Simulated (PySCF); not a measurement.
Atomic charges by several schemes

Species: C6H8FPSi.
Z-matrix (Å and degrees, GFN2-xTB geometry), rows numbered from 1:
```
F 
C   1  1.3504
C   2  1.3828  1  119.02
C   3  1.3822  2  118.82  1   179.73
C   4  1.3912  3  120.57  2    -0.17
P   5  1.8197  4  122.51  3   179.77
Si  6  2.2426  5   96.91  4    96.91
C   5  1.3934  4  119.29  3     0.82
C   8  1.3806  5  120.78  4    -1.00
H   3  1.0790  2  119.81  1    -0.16
H   4  1.0810  3  119.64  2   179.85
H   6  1.3916  5   95.96  4     0.83
H   7  1.4612  6  106.27  5  -170.31
H   7  1.4652  6  112.74  5   -49.54
H   7  1.4627  6  106.81  5    70.58
H   8  1.0811  5  119.30  4   179.06
H   9  1.0787  2  119.91  1     0.24
```

Density: PBE0/pcSseg-1 (PySCF); schemes: Mulliken, IAO, Hirshfeld and ESP-fitted. One conformer (not necessarily the lowest) at the GFN2-xTB geometry, without solvent, vibrations or thermal averaging.

Problem. Which atoms carry the highest charge in the Mulliken, IAO, Hirshfeld and ESP-fitted schemes?

Solution. The schemes don't all agree: Mulliken Si7 (+0.375); IAO Si7 (+0.424); Hirshfeld Si7 (+0.253); ESP-fitted C2 (+0.420).

Problem. Which atoms carry the lowest charge in the Mulliken, IAO, Hirshfeld and ESP-fitted schemes?

Solution. The schemes don't all agree: Mulliken C5 (-0.482); IAO F1 (-0.271); Hirshfeld F1 (-0.087); ESP-fitted C3 (-0.382).

Problem. At which atom do the 4 schemes differ most?

Solution. At C5: from -0.482 (Mulliken) to +0.124 e (ESP-fitted), 0.606 e apart.

Problem. Give the atomic charges in each scheme.

Solution. In e:

| atom | environment | Mulliken | IAO | Hirshfeld | ESP-fitted |
| --- | --- | --- | --- | --- | --- |
| F1 | aryl fluorine | -0.285 | -0.271 | -0.087 | -0.213 |
| C2 | aromatic C–F carbon | +0.321 | +0.294 | +0.089 | +0.420 |
| C3 | aromatic CH carbon | -0.129 | -0.188 | -0.064 | -0.382 |
| C4 | aromatic CH carbon | +0.010 | -0.143 | -0.045 | -0.055 |
| C5 | substituted aromatic carbon | -0.482 | -0.197 | -0.055 | +0.124 |
| P6 | three-coordinate phosphorus | +0.041 | +0.094 | +0.027 | -0.371 |
| Si7 | SiH3 silicon | +0.375 | +0.424 | +0.253 | +0.374 |
| C8 | aromatic CH carbon | +0.008 | -0.144 | -0.046 | -0.176 |
| C9 | aromatic CH carbon | -0.127 | -0.188 | -0.063 | -0.337 |
| H10 | aromatic hydrogen | +0.110 | +0.171 | +0.059 | +0.209 |
| H11 | aromatic hydrogen | +0.093 | +0.155 | +0.051 | +0.111 |
| H12 | P–H hydrogen | +0.052 | -0.016 | -0.007 | +0.153 |
| H13 | Si–H hydrogen | -0.068 | -0.107 | -0.075 | -0.070 |
| H14 | Si–H hydrogen | -0.059 | -0.110 | -0.075 | -0.107 |
| H15 | Si–H hydrogen | -0.062 | -0.103 | -0.072 | -0.075 |
| H16 | aromatic hydrogen | +0.090 | +0.157 | +0.051 | +0.196 |
| H17 | aromatic hydrogen | +0.112 | +0.172 | +0.059 | +0.199 |

Mean size of the charges over all atoms: ESP-fitted 0.210 e, IAO 0.173 e, Mulliken 0.143 e, Hirshfeld 0.069 e. Each set sums to the total charge, 0, to within 0.001 e. The Hirshfeld scheme divides the density at each point in proportion to the densities of the neutral, spherically averaged free atoms. The ESP scheme fits charges at the nuclei, held to the total charge, to the electrostatic potential on points at 1.4 to 2.0 times the van der Waals radii.

Problem. How closely do the schemes follow one another over all atoms?

Solution. Correlation coefficient and root-mean-square difference: IAO with Hirshfeld 0.95, 0.116 e; Mulliken with IAO 0.87, 0.099 e; Mulliken with Hirshfeld 0.80, 0.137 e; IAO with ESP-fitted 0.74, 0.162 e; Hirshfeld with ESP-fitted 0.71, 0.191 e; Mulliken with ESP-fitted 0.56, 0.209 e.

Problem. How many electrons does the Mulliken scheme count on C9?

Solution. Z − q = 6 − (-0.127) = 6.127.
